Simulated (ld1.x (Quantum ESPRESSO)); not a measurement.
Zn (Z = 30): one change to a TM potential, before and after

* Element: zinc (Zn)
* Generator: ld1.x (Quantum ESPRESSO) 7.5
* Type: norm-conserving Troullier–Martins (Kleinman–Bylander form)
* Functional: LDA (PZ)
* Relativity: scalar-relativistic
* Frozen core: [Ne] 3s2
* Valence charge: 18
* Reference configuration: 3p6 3d10 4s2 4p0
* Partial waves: 4s (bound): rc 1.75 bohr; 3p (bound): rc 0.80 bohr; 3d (bound): rc 1.25 bohr
* Local potential: all-electron potential smoothed inside 1.00 bohr (lloc = -1)
* Core correction: Bessel-smoothed model core inside 0.45 bohr

Change: local potential all-electron potential smoothed inside 0.80 bohr (lloc = -1).

Cutoffs: the cutoffs (Ry, on a coarse ladder) from which the occupation-weighted sum of valence levels, in a spherical-Bessel basis at the reference potential, stays within 10 and 1 mRy of its value at 400 Ry; they do not see the model core or the augmentation charge, which bear on the density cutoff. Errors are all-electron minus pseudo energies relative to the spin-unpolarised reference configuration.

Predict the effect on cutoff, ghosts and configuration errors.

Both files keep a bound ghost (s); of the 9 tests that both files solve, the error grows in 0 and shrinks in 3 by more than 15 % and 0.3 meV (median size 35.7 → 33.6 meV); the range in which the s phases agree narrows (upper end at the end of the scan → 3.2).

| quantity | base | changed |
| --- | --- | --- |
| cutoff, loose | 200 Ry | 200 Ry |
| cutoff, tight | over 300 Ry | over 300 Ry |
| loose cutoff by channel (10 mRy a level) | s 15 Ry, p 90 Ry, d 140 Ry | s 6 Ry, p 90 Ry, d 140 Ry |
| bound ghosts | s | s |
| error for 3p6 3d10 4s1 4p0, meV [ΔE 10.19 eV] | -5.6 | -5.2 |
| error for 3p6 3d10 4s0 4p0, meV [ΔE 28.96 eV] | -36 | -36 |
| error for 3p6 3d9 4s0 4p0, meV [ΔE 69.85 eV] | +31 | +34 |
| error for 3p6 3d8 4s0 4p0, meV [ΔE 132.00 eV] | +104 | +119 |
| error for 3p6 3d10 4s0 4p1, meV [ΔE 16.61 eV] | -23 | -16 |
| error for 3p5 3d10 4s2 4p0, meV [ΔE 91.92 eV] | -188 | -157 |
| error for 3p6 3d9 4s2 4p0, meV [ΔE 18.21 eV] | -39 | -17 |
| error for 3p6 3d10 4s1 4p0 (spin-polarised), meV [ΔE 9.94 eV] | -4.3 | -4.1 |
| error for 3p6 3d9 4s0 4p0 (spin-polarised), meV [ΔE 69.58 eV] | +42 | +45 |
| s: phases at 1.90 bohr within 0.05 rad from the reference energy up to (Ry; the scan ends near 5) | to the end of the scan | 3.2 |
| p: phases at 1.90 bohr within 0.05 rad from the reference energy up to (Ry; the scan ends near 5) | to the end of the scan | to the end of the scan |
| d: phases at 1.90 bohr within 0.05 rad from the reference energy up to (Ry; the scan ends near 5) | 2.6 | 2.7 |

Base: These tests converged, but a pseudo level misses the all-electron one widely, so the file describes the atom poorly there or has found another state: 3p6 3d8 4s0 4p0: empty 4s by 6.4 eV (a node warning on the way). A true bound ghost makes a file unfit for plane-wave use even where its test errors are small: the radial tests pick states by their node count and pass the ghost by.
